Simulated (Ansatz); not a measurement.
Total energies of `C[NH+](C)[B-](Cl)(Cl)Cl`.

Z-matrix (Å, degrees):
```
C
N 1 1.479
H 1 1.088 2 108.1
H 1 1.086 2 109.2 3 119.0
H 1 1.090 2 109.4 3 -119.9
C 2 1.479 1 110.1 3 64.5
B 2 1.627 1 113.7 3 -64.4
H 2 1.020 1 108.0 3 -177.8
H 6 1.086 2 109.2 1 176.5
H 6 1.090 2 109.4 1 55.3
H 6 1.088 2 108.1 1 -64.6
Cl 7 1.835 2 106.2 1 -175.4
Cl 7 1.835 2 106.2 1 -57.6
Cl 7 1.827 2 107.6 1 63.5
```

Charge 0, multiplicity 1. All single points use the PBE0-D4/def2-TZVP geometry. It is one conformer, not always the lowest. Basis def2-TZVPP, Ansatz.

RPA on PBE orbitals: Hartree–Fock energy of these orbitals -1537.61013 Eh, correlation -2.06084 Eh (frozen core).

```csv
functional,energy without D4 (Eh),D4 term (kJ/mol)
LDA (SPW92),-1534.94860,–
PBE,-1540.09392,-46.0
r2SCAN,-1540.69741,-11.6
B97M-V,-1540.53254,–
r2SCAN0,-1540.67608,-13.6
HSE06 (plane-wave form),-1540.20115,-36.5
LC-ωPBE,-1540.41047,–
ωB97X-V,-1540.64092,–
B2PLYP,-1540.34697,–
PBE-QIDH,-1539.97220,–
```

Q: Give the same for revPBE, BLYP, PBE0, B3LYP, r2SCANh, BHLYP, CAM-B3LYP, ωB97M-V. (Estimate.)

A: The calculation gave: 
```csv
functional,energy without D4 (Eh),D4 term (kJ/mol)
revPBE,-1540.56602,-138.5
BLYP,-1540.77554,-101.0
PBE0,-1540.23402,-39.2
B3LYP,-1540.92826,-74.2
r2SCANh,-1540.68832,-12.3
BHLYP,-1540.78212,-55.8
CAM-B3LYP,-1540.83439,-39.9
ωB97M-V,-1540.74218,–
```

B3LYP takes the VWN-RPA correlation (the form of Gaussian; ORCA's B3LYP/G). HSE06 is the plane-wave form, built on full-range PBE exchange. The double hybrids freeze the cores in their second-order part.

LC-ωPBE has ω = 0.4 bohr⁻¹.
